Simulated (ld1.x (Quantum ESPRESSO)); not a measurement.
## Si (Z = 14): one change to an ultrasoft potential, before and after

* Element: silicon
* Generator: ld1.x (Quantum ESPRESSO) 7.5
* Type: ultrasoft
* Functional: PBE
* Relativity: scalar-relativistic
* Frozen core: [Ne]
* Valence charge: 4
* Reference configuration: 3s2 3p2
* Partial waves: 3s (bound): rcut 1.10, rcutus 1.45 bohr; 3s channel at 0.7 Ry: rcut 1.10, rcutus 1.45 bohr; 3p (bound): rcut 1.55, rcutus 1.95 bohr; 3p channel at 0.55 Ry: rcut 1.55, rcutus 1.95 bohr
* Local potential: all-electron potential smoothed inside 1.25 bohr (lloc = -1)
* Core correction: a·sin(br)/r model core inside 1.15 bohr
* Augmentation charge: PSQ, radius 1.15 bohr

Change: all radii but the core radius scaled by about 1.08 (s 1.56, p 2.10 bohr, rcut 1.18/1.66); local potential all-electron potential smoothed inside 1.34 bohr (lloc = -1); augmentation PSQ, radius 1.24 bohr.

Cutoffs: the cutoffs (Ry, on a coarse ladder) from which the occupation-weighted sum of valence levels, in a spherical-Bessel basis at the reference potential, stays within 10 and 1 mRy of its value at 400 Ry; they do not see the model core or the augmentation charge, which bear on the density cutoff. Errors are all-electron minus pseudo energies relative to the spin-unpolarised reference configuration.

Q: What does the change do?

A: The potential gets softer (18 Ry and 21 Ry → 12 Ry and 18 Ry); the bound ghost in s disappears; of the 7 tests that both files solve, the error grows in 1 and shrinks in 1 by more than 15 % and 0.3 meV (median size 2.1 → 1.9 meV). A larger radius leaves more room for a smooth pseudo-wave, so fewer plane waves are needed.

```csv
quantity,base,changed
"cutoff, loose",18 Ry,12 Ry
"cutoff, tight",21 Ry,18 Ry
loose cutoff by channel (10 mRy a level),"s 18 Ry, p 6 Ry","s 10 Ry, p 6 Ry"
bound ghosts,s,none
"error for 3s2 3p1, meV [ΔE 7.74 eV]",+0.2,+0.2
"error for 3s2 3p0, meV [ΔE 23.73 eV]",+3.9,+4.8
"error for 3s1 3p0, meV [ΔE 57.70 eV]",+25,+27
"error for 3s1 3p2, meV [ΔE 15.17 eV]",+2.1,+1.9
"error for 3s1 3p3, meV [ΔE 6.81 eV]",+2.1,+1.7
"error for 3s0 3p4, meV [ΔE 13.78 eV]",+10,+8.5
"error for 3s2 3p1.5, meV [ΔE 2.92 eV]",-0.1,-0.1
lowest overlap eigenvalue by channel,"s 0.61, p 0.70","s 0.51, p 0.75"
```

 A true bound ghost makes a file unfit for plane-wave use even where its test errors are small: the radial tests pick states by their node count and pass the ghost by.
